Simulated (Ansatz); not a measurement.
`C[Si](C)(F)S` + HCl → `C[Si](F)(S)Cl` + CH₄  (ligand exchange at the Si–C bond)

Program: Ansatz. Geometries: PBE0-D4/def2-TZVP. ΔE: electronic, gas phase. CCSD(T)/CBS is the MP2 limit (def2-TZVPP, def2-QZVPP) plus CCSD(T) − MP2 in def2-TZVPP, frozen cores. This one scheme is used for every species. Functionals use def2-TZVPP. B3LYP here is the variant with VWN-RPA as its local correlation; programs differ in this. One conformer a species, not always the lowest.

**Question.** Is it downhill or uphill in electronic energy at CCSD(T)/CBS, and by how much? (An estimate is asked.)

**Answer.** Ansatz gave: Downhill: ΔE = -106.3 kJ/mol.

**Question.** What do these levels give: LDA (SPW92), r2SCAN-D4, PBE0-D4, B2PLYP, PBE-QIDH, PBE, revPBE, BLYP, B3LYP, r2SCAN0, SCS-MP2/def2-QZVPP, MP2/CBS(def2)? (An estimate is asked.)

**Answer.** Ansatz gave: LDA (SPW92) -102.8, r2SCAN-D4 -111.1, PBE0-D4 -107.0, B2PLYP -109.8, PBE-QIDH -108.7, PBE -106.9, revPBE -107.7, BLYP -109.2, B3LYP -109.2, r2SCAN0 -110.8, SCS-MP2/def2-QZVPP -109.7, MP2/CBS(def2) -112.1 kJ/mol.

Largest T1 diagnostic among the species: 0.011.

Leaving LDA and LC-ωPBE aside and taking each functional with its dispersion term where it has one, the values, not all of them listed here, spread over 7.1 kJ/mol, from B97M-V to PBE-D4. LDA lies +4.1 kJ/mol from PBE without D4. In def2-TZVPP, CCSD(T) changes the Hartree–Fock value by +9.3 kJ/mol (the triples alone add −0.4 kJ/mol) and MP2 by +3.5 kJ/mol.
